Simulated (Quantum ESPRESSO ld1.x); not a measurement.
Q: The gadolinium ion Gd2+, configuration [Xe] 4f5 5d1 6p2 (not the ground configuration). All-electron calculation, non-relativistic Kohn-Sham, LDA (Slater exchange, Perdew-Zunger correlation), spin-unpolarised, spherical densities, point nucleus; relativity is left out, which matters for an element this heavy. Program: ld1.x of Quantum ESPRESSO 7.5. Some entries of the table are withheld. Estimate them.

orbital  occ.  eigenvalue (eV)  r(max) (bohr)  <1/r> (bohr^-1)
1s          2         -47078.0          0.016            63.42
2s          2              (1)            (2)            14.74
2p          6         -7172.80          0.067            14.77
3s          2         -1697.32          0.241            5.554
3p          6         -1535.93            (3)            5.497
3d         10         -1234.12          0.181            5.398
4s          2         -367.073            (4)            2.388
4p          6         -303.775          0.549            2.298
4d         10         -190.571          0.558            2.103
5s          2         -72.3203           1.23           0.9791
5p          6         -53.5814           1.32           0.8857
4f          5         -51.2048          0.541            1.683
5d          1         -25.3201           1.63           0.6663
6p          2         -14.5440           3.32              (5)

A: 
(1) 2s eigenvalue (eV): -7534.58
(2) 2s r(max) (bohr): 0.086
(3) 3p r(max) (bohr): 0.228
(4) 4s r(max) (bohr): 0.545
(5) 6p <1/r> (bohr^-1): 0.3495
